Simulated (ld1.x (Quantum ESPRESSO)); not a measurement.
## What the settings do to the TM semilocal potential of Be

Base potential:

ld1.x (Quantum ESPRESSO) 7.5 input, shortened:

```
&input
   title='Be', zed=4., rel=1, dft='PBE', iswitch=3,
   config='[He] 2s2 2p0 3d-2'
 /
 &inputp
   pseudotype=1, tm=.true., lloc=1,
   nlcc=.false.
 /
3
2S  1  0   2.00   0.00  2.20  2.20  0.0
3D  3  2  -2.00   0.05  3.35  3.35  0.0
2P  2  1   0.00   0.00  4.20  4.20  0.0
 &test
   configts(1)='2s2 2p0'
 /
```

All-electron outer shells of the reference configuration (PBE, scalar-relativistic, ld1.x):

| shell | level (eV) | outermost node (bohr) | outermost maximum (bohr) |
| --- | --- | --- | --- |
| 1s | -106.21 | – | 0.27 |
| 2s | -5.61 | 0.59 | 2.04 |
| 2p | -2.02 | – | 2.28 |

Cutoffs, loose and tight: the cutoffs (Ry, on a coarse ladder) from which the occupation-weighted sum of valence levels, in a spherical-Bessel basis at the reference potential, stays within 10 and 1 mRy of its value at 400 Ry. They do not see the model core or the augmentation charge, which bear on the density cutoff. Test errors are all-electron minus pseudo excitation energies from the reference, over the configurations 2s1 2p0; 2s1.5 2p0; 2s1 2p1; 2s0 2p2; 2s0 2p1. A dash means not determined; rows that change the core or the reference have their own tests.

A true bound ghost makes a file unfit for plane-wave use even where its test errors are small: the radial tests pick states by their node count and pass the ghost by.

In the semilocal form every listed channel keeps its own potential, so the choice of the local channel does not act on these tests. It acts once the file is put into the separable form.

A semilocal file is local in each channel, so a ghost entry of none says nothing of the separable form that plane-wave codes build from it.

| change | outcome | cutoff, loose | cutoff, tight | bound ghosts | largest test error (meV) |
| --- | --- | --- | --- | --- | --- |
| base | generated | 8 Ry | 21 Ry | none | -194 |
| form changed from semilocal to separable (Kleinman–Bylander), still TM | generated | 8 Ry | 18 Ry | none | -194 |
| wave 2p (bound): rc 4.20 bohr becomes 2p (bound): rc 6.20 bohr | generated | 8 Ry | 21 Ry | none | -517 |
| wave 3d channel at 0.05 Ry: rc 3.35 bohr becomes 3d channel at 0.47 Ry: rc 3.35 bohr | generated | 8 Ry | 21 Ry | none | -194 |
| local potential the d channel | generated | 8 Ry | 21 Ry | none | -193 |
| all radii scaled by about 0.95 (s 2.08, p 3.98, d 3.18 bohr) | generated | 8 Ry | 21 Ry | none | -165 |
| wave 3d channel at 0.05 Ry: rc 3.35 bohr becomes 3d channel at 0.05 Ry: rc 2.28 bohr | generated | 8 Ry | 21 Ry | none | -194 |
| reference 2s1 2p0 | generated | 8 Ry | 12 Ry | none | +133 |

Question: What comes out with this change to the base: wave 2s (bound): rc 2.20 bohr becomes 2s (bound): rc 2.00 bohr?

Answer: outcome: generated; cutoff, loose: 10 Ry; cutoff, tight: 25 Ry; bound ghosts: none; largest test error (meV): -191.

Question: What comes out with this change to the base: core correction a·sin(br)/r model core inside 1.18 bohr?

Answer: outcome: generated; cutoff, loose: 8 Ry; cutoff, tight: 21 Ry; bound ghosts: none; largest test error (meV): -230.

Question: What comes out with this change to the base: wave 3d channel at 0.05 Ry: rc 3.35 bohr becomes 3d channel at 5.35 Ry: rc 3.35 bohr?

Answer: outcome: generated; cutoff, loose: 8 Ry; cutoff, tight: 21 Ry; bound ghosts: d; largest test error (meV): -194.
